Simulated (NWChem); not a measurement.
System meant: CH₃CoFO, quartet; SMILES [F][Co][O]C

Input file for NWChem:

```
start job
memory heap 200 mb stack 900 mb global 1100 mb
geometry units angstroms noautoz
  Co    -0.006148    -0.539980     0.000600
  F      0.019510    -2.274162    -0.001711
  O     -0.021753     1.156633     0.000875
  C      0.035340     2.529398     0.000222
  H      0.174710     2.927629     1.023058
  H      0.875335     2.898225    -0.618371
  H     -0.895029     2.970539    -0.404588
end
basis spherical
  Co library def2-svp
  F library def2-svp
  O library def2-svp
  C library def2-svp
  H library def2-svp
end
dft
  odft
  mult 4
  xc xpbe96 cpbe96
  iterations 4
  mulliken
end
task dft energy
```

End of the output:

```
     --------------------------
     Expectation value of S2:
     --------------------------
      <S2> =      3.7830 (Exact =     3.7500)

 center of mass
 --------------
 x =  -0.00259700 y =  -0.23531390 z =  -0.00002976

 moments of inertia (a.u.)
 ------------------
         851.572384217010           0.000000000000           0.000000000000
           0.000000000000          11.592260989076           0.000000000000
           0.000000000000           0.000000000000         851.700369164831

     Multipole analysis of the density
     ---------------------------------

     L   x y z        total         alpha         beta         nuclear
     -   - - -        -----         -----         ----         -------
     0   0 0 0     -0.000000    -28.000000    -25.000000     53.000000

     1   1 0 0     -0.178409     -0.071962     -0.106447     -0.000000
     1   0 1 0    -24.765981    -14.944797     -9.821184      0.000000
     1   0 0 1      0.001123      0.004370     -0.003247      0.000000

     2   2 0 0    -42.603598    -27.444201    -20.914778      5.755381
     2   1 1 0     -0.644879     -0.519828     -0.752747      0.627696
     2   1 0 1     -0.079570     -0.091308      0.012478     -0.000741
     2   0 2 0   -126.114847   -317.196421   -270.449462    461.531036
     2   0 1 1      0.013587      0.030525     -0.027608      0.010671
     2   0 0 2    -42.561596    -27.361601    -20.887590      5.687595

 ------------------------------------------------------------------------
 dft energy failed                                                                                  0
 ------------------------------------------------------------------------
 ------------------------------------------------------------------------
  current input line :
    26: task dft energy
 ------------------------------------------------------------------------
 ------------------------------------------------------------------------
 This type of error is most commonly associated with calculations not reaching convergence criteria
 ------------------------------------------------------------------------
 For more information see the NWChem manual at https://nwchemgit.github.io

0:dft energy failed:Received an Error in Communication
```

Problem. What is wrong, and how is it mended?

Solution. The run did not converge; its last values are not results. Cause: the SCF was allowed too few iterations. This input runs:
```
start job
memory heap 200 mb stack 900 mb global 1100 mb
geometry units angstroms noautoz
  Co    -0.006148    -0.539980     0.000600
  F      0.019510    -2.274162    -0.001711
  O     -0.021753     1.156633     0.000875
  C      0.035340     2.529398     0.000222
  H      0.174710     2.927629     1.023058
  H      0.875335     2.898225    -0.618371
  H     -0.895029     2.970539    -0.404588
end
basis spherical
  * library def2-svp
end
dft
  odft
  mult 4
  xc xpbe96 cpbe96
  iterations 150
  mulliken
end
task dft energy
```
It converges to -1596.96404 Ha (PBE/def2-SVP, spin-unrestricted).
